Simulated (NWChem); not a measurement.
# Correlation energy of HSi (+1)

```xyz
2

Si     0.0000     0.0000     0.1028
H      0.0000     0.0000    -1.4391
```
Charge +1, spin multiplicity 1.

All runs are NWChem calculations. Structure: optimised with PBE/def2-SVP, a minimum by its harmonic frequencies.

Basis set: def2-TZVP. Each correlation energy counts from its own Hartree-Fock reference.

The correlated methods keep 5 core orbitals frozen. The structure started from a generated list of species. Coupled-cluster values serve here as a point of comparison, not as the truth.

Task: For the correlation energy, MP2 gives -66.2 mHa and SCS-MP2 gives -76.1 mHa. What do CR-CCSD[T], CR-CCSD(T), CCSDT give?

Result: CR-CCSD[T]: -90.8 mHa; CR-CCSD(T): -90.8 mHa; CCSDT: -91.3 mHa.
